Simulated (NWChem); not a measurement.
System: C$_{4}$H$_{2}$BrCl; SMILES C#C/C=C(/Cl)Br

Input file for NWChem:

```
start job
memory heap 200 mb stack 900 mb global 1100 mb
geometry units angstroms noautosym nocenter noautoz
  C     -0.857738     3.173620     0.000000
  C     -1.106291     1.985189     0.000000
  C     -1.444982     0.612017     0.000000
  C     -0.559642    -0.403962     0.000000
  Cl    -1.078687    -2.039046     0.000000
  Br     1.292559    -0.146117     0.000000
  H     -0.626153     4.222975     0.000000
  H     -2.506788     0.343694     0.000000
end
basis spherical
  * library def2-tzvp
end
dft
  xc m06-2x
  iterations 150
  semidirect filesize 400000000
end
cosmo
  do_cosmo_smd true
  solvent water
end
task dft energy
```

Coordinates come from a PBE0/def2-SVP optimisation. Solvent: water.

Solvent water, SMD (1 M gas to 1 M solution), gas-phase geometry.

Q: Predict the main results of this run. (M06-2X/def2-TZVP, SMD on the gas-phase geometry.) Quantities: basis functions; solvation free energy (kcal/mol); cavity-dispersion-structure term (kcal/mol); dipole in solution (D).

A: number of basis functions: 221
solvation free energy (kcal/mol): -0.7
cavity-dispersion-structure term (kcal/mol): 3.4
dipole in solution (D): 1.44
